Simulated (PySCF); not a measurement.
A structure optimised at B3LYP-D3(BJ)/def2-SVP, used in a PySCF frequency run:

```xyz
8

In     0.2917     0.0509     0.0000
H      1.9494     0.5670     0.0000
C     -0.7112    -1.8678     0.0000
H     -0.4301    -2.4451     0.8932
H     -1.7959    -1.6931     0.0000
H     -0.4301    -2.4451    -0.8932
O     -1.0788     1.5379     0.0000
H     -0.6909     2.4233     0.0000
```

Question: Write its SMILES, formula and point group.

Answer: [CH3][InH][OH], CH5InO, Cs

Question: What are its rotational constants (standard atomic weights)?

Answer: 11.642, 4.9047, 3.5284 GHz
